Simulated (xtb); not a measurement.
A run for xtb: GFN1-xTB on Al2+, 2S+1 = 2, a spin state set in the input, which need not be the lowest, a point of a bond scan (R = 3.091 Å). Charge +1.

```
$ xtb mol.xyz --gfn 1 --sp --chrg 1 --uhf 1
2

Al     0.00000000     0.00000000     0.00000000
Al     0.00000000     0.00000000     3.09084600
```

It printed:

```
[...]
           -------------------------------------------------
          |                Calculation Setup                |
           -------------------------------------------------



molecular fragmentation (1/2 indicates fragments):
12
# atoms in fragment 1/2:     1     1
 fragment masses (1/2) :       26.98       26.98
CMA distance (Bohr)    :   5.841
constraining FC (au)   :  0.0500

           -------------------------------------------------
          |                 G F N 1 - x T B                 |
           -------------------------------------------------

        Reference                      10.1021/acs.jctc.7b00118
      * Hamiltonian:
        H0-scaling (s, p, d)           1.850000    2.250000    2.000000
        zeta-weighting                 0.000000
      * Dispersion:
        s8                             2.400000
        a1                             0.630000
        a2                             5.000000
        s9                             0.000000
      * Repulsion:
        kExp                           1.500000
        rExp                           1.000000
      * Coulomb:
        alpha                          2.000000
        third order                    atomic
        anisotropic                    false
      * Halogen bond correction:
        rad-scale                      1.300000
        damping                        0.440000


          ...................................................
          :                      SETUP                      :
          :.................................................:
          :  # basis functions                  20          :
          :  # atomic orbitals                  18          :
          :  # shells                            6          :
          :  # electrons                         5          :
          :  # halogen bonds                     0          :
          :  max. iterations                   250          :
          :  Hamiltonian                  GFN1-xTB          :
          :  restarted?                      false          :
          :  GBSA solvation                  false          :
          :  PC potential                    false          :
          :  electronic temp.          300.0000000     K    :
          :  accuracy                    1.0000000          :
          :  -> integral cutoff          0.2500000E+02      :
          :  -> integral neglect         0.1000000E-07      :
          :  -> SCF convergence          0.1000000E-05 Eh   :
          :  -> wf. convergence          0.2000000E-04 e    :
          :  Broyden damping             0.4000000          :
          :  net charge                          1          :
          :  unpaired electrons                  1          :
          ...................................................

 iter      E             dE          RMSdq      gap      omega  full diag
   1     -2.0011223 -0.200112E+01  0.418E+00    0.06       0.0  T
   2     -2.0011223 -0.188236E-07  0.250E+00    0.06       1.0  T
   3     -2.0011223 -0.105375E-07  0.185E-03    0.07      38.1  T
   4     -2.0011223 -0.355271E-14  0.111E-03    0.07      64.0  T
   5     -2.0011223 -0.133227E-14  0.538E-10    0.07  100000.0  T
   6     -2.0011223  0.488498E-14  0.935E-14    0.07  100000.0  T

   *** convergence criteria satisfied after 6 iterations ***

         #    Occupation            Energy/Eh            Energy/eV
      -------------------------------------------------------------
         1        2.0000           -0.6939914             -18.8845
         2        2.0000           -0.6860047             -18.6671
         3        0.6926           -0.4060338             -11.0487 (HOMO)
         4        0.1537           -0.4036413             -10.9836 (LUMO)
         5        0.1537           -0.4036413             -10.9836
         6                         -0.3606470              -9.8137
         7                         -0.3606470              -9.8137
         8                         -0.3234323              -8.8010
       ...                                ...                  ...
        18                          0.2224925               6.0543
      -------------------------------------------------------------
                  HL-Gap            0.0023925 Eh            0.0651 eV
             Fermi-level           -0.4756406 Eh          -12.9428 eV

 SCC (total)                   0 d,  0 h,  0 min,  0.003 sec
 SCC setup                      ...        0 min,  0.000 sec (  4.451%)
 Dispersion                     ...        0 min,  0.000 sec (  2.378%)
 classical contributions        ...        0 min,  0.000 sec (  1.033%)
 integral evaluation            ...        0 min,  0.001 sec ( 23.473%)
 iterations                     ...        0 min,  0.001 sec ( 41.979%)
 molecular gradient             ...        0 min,  0.000 sec ( 18.106%)
 printout                       ...        0 min,  0.000 sec (  8.148%)

         :::::::::::::::::::::::::::::::::::::::::::::::::::::
         ::                     SUMMARY                     ::
         :::::::::::::::::::::::::::::::::::::::::::::::::::::
         :: total energy              -2.001761301796 Eh    ::
         :: gradient norm              0.015888507854 Eh/a0 ::
         :: HOMO-LUMO gap              0.065102050216 eV    ::
         ::.................................................::
         :: SCC energy                -2.001122282792 Eh    ::
         :: -> electrostatic           0.102662823775 Eh    ::
         :: repulsion energy           0.000091287433 Eh    ::
         :: dispersion energy         -0.000730306437 Eh    ::
         :: halogen bond corr.         0.000000000000 Eh    ::
         :: add. restraining           0.000000000000 Eh    ::
         :: total charge               0.999999999934 e     ::
         :::::::::::::::::::::::::::::::::::::::::::::::::::::

           -------------------------------------------------
          |                Property Printout                |
           -------------------------------------------------

    * Orbital Energies and Occupations

         #    Occupation            Energy/Eh            Energy/eV
      -------------------------------------------------------------
         1        2.0000           -0.6939914             -18.8845
         2        2.0000           -0.6860047             -18.6671
         3        0.6926           -0.4060338             -11.0487 (HOMO)
         4        0.1537           -0.4036413             -10.9836 (LUMO)
         5        0.1537           -0.4036413             -10.9836
         6                         -0.3606470              -9.8137
         7                         -0.3606470              -9.8137
         8                         -0.3234323              -8.8010
         9                         -0.3234323              -8.8010
        10                         -0.2553332              -6.9480
        11                         -0.2199430              -5.9850
        12                         -0.2199430              -5.9850
        13                         -0.1510369              -4.1099
        14                         -0.1510369              -4.1099
       ...                                ...                  ...
        18                          0.2224925               6.0543
      -------------------------------------------------------------
                  HL-Gap            0.0023925 Eh            0.0651 eV
             Fermi-level           -0.4756406 Eh          -12.9428 eV

  Mulliken/CM5 charges         n(s)   n(p)   n(d)
     1Al    0.50000  0.50000   1.905  0.504  0.091
     2Al    0.50000  0.50000   1.905  0.504  0.091

Wiberg/Mayer (AO) data.
largest (>0.10) Wiberg bond orders for each atom

 ---------------------------------------------------------------------------
Note: The following floating-point exceptions are signalling: IEEE_DENORMAL
normal termination of xtb
     #   Z sym  total        # sym  WBO       # sym  WBO       # sym  WBO
 ---------------------------------------------------------------------------
     1  13 Al   0.593 --     2 Al   0.593
     2  13 Al   0.593 --     1 Al   0.593
 ---------------------------------------------------------------------------

Topologies differ in total number of bonds
Writing topology from bond orders to xtbtopo.mol

 dipole moment from electron density (au)
     X       Y       Z
  -0.0000   0.0000   2.9204  total (Debye):    7.423


           -------------------------------------------------
          | TOTAL ENERGY               -2.001761301796 Eh   |
          | GRADIENT NORM               0.015888507854 Eh/α |
          | HOMO-LUMO GAP               0.065102050216 eV   |
           -------------------------------------------------

------------------------------------------------------------------------
------------------------------------------------------------------------
 total:
 SCF:
```

The run finished.

Cost: around 0.04 core-seconds (rough).
